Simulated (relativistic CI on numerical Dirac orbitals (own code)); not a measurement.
What each ingredient does to the levels of Mo17+

Base calculation: Dirac-Coulomb-Breit CI, KLI orbitals optimised for each configuration, model QED (radiative potential, 1s self-energy scaled to tabulated hydrogen-like ionisation energies), unscaled Slater integrals.

CI space (outside the closed core [Ne]): 3s2 3p6 3d7, 3s2 3p5 3d8, 3s2 3p4 3d9, 3s 3p6 3d8, 3p6 3d9, 3s2 3p6 3d6 4s, 3s 3p5 3d9, 3s2 3p6 3d6 4p, 3s2 3p6 3d6 4d, 3s2 3p6 3d5 4s2, 3s2 3p6 3d6 4f, 3s2 3p5 3d7 4s, 3s2 3p4 3d8 4s, 3s2 3p6 3d5 4s 4p, 3s2 3p6 3d6 5s, 3s2 3p5 3d7 4p. Levels of other configurations are missing.

Variants: (1) Breit term removed; (2) only the first configuration. Shifts of the energy above 3s2 3p6 3d7 4F_9/2, in cm⁻¹, for the lowest level and the first level of each name with at least 55 % of one term (blank where a level changes its place among those of its configuration and J or its character, or is not in the variant):

| Level | Base | Δ(1) | Δ(2) |
| --- | --- | --- | --- |
| 3s2 3p6 3d7 4F_9/2 | 0 | 0 | 0 |
| 3s2 3p6 3d7 4F_7/2 | 21629 | +486 | -39 |
| 3s2 3p6 3d7 4F_5/2 | 31122 | +270 | +713 |
| 3s2 3p6 3d7 4F_3/2 | 36084 | -136 | +1486 |
| 3s2 3p6 3d7 4P_5/2 | 62033 | -270 | +3764 |
| 3s2 3p6 3d7 2G_9/2 | 64956 | +635 | +79 |
| 3s2 3p6 3d7 4P_1/2 | 71706 | +19 | +4963 |
| 3s2 3p6 3d7 2G_7/2 | 83528 | +1136 | +873 |
| 3s2 3p6 3d7 2H_11/2 | 89543 | +1580 | -2377 |
| 3s2 3p6 3d7 2D_5/2 | 93566 | +580 | +6461 |
| 3s2 3p6 3d7 2P_1/2 | 103011 | +1141 | +7576 |
| 3s2 3p6 3d7 2H_9/2 | 111672 | +2163 | -1761 |
| 3s2 3p6 3d7 2D_3/2 | 127694 | +1762 | +6509 |
| 3s2 3p6 3d7 2F_5/2 | 135393 | -71 | +4435 |
| 3s2 3p6 3d7 2F_7/2 | 146846 | +1350 | +4133 |
| 3s2 3p5 3d8 4G°_11/2 | 1203944 | +3431 |  |
| 3s2 3p5 3d8 2F°_7/2 | 1243295 | +2907 |  |
| 3s2 3p5 3d8 4G°_9/2 | 1247997 | +4116 |  |
| 3s2 3p5 3d8 2D°_3/2 | 1296634 | +3462 |  |
| 3s2 3p5 3d8 2S°_1/2 | 1303830 | +2759 |  |
| 3s2 3p5 3d8 4D°_1/2 | 1355454 | +3703 |  |
| 3s2 3p5 3d8 2H°_11/2 | 1370109 | +4488 |  |

At this charge energies of transitions that change n are usually good to better than 1 %, and those within a shell (Δn = 0) to a few per cent. Terms inside the open d or f shell come out 10 to 20 % too wide with unscaled integrals.

Ionisation energy from the two ground configurations alone: base 702.742 eV; Breit term removed 702.898 eV. The NIST ASD value (theoretical) is 702 eV.

LS names give the leading component of a level, which can be under half, so a name can repeat, a term be missing and a line seem to break the LS rules.
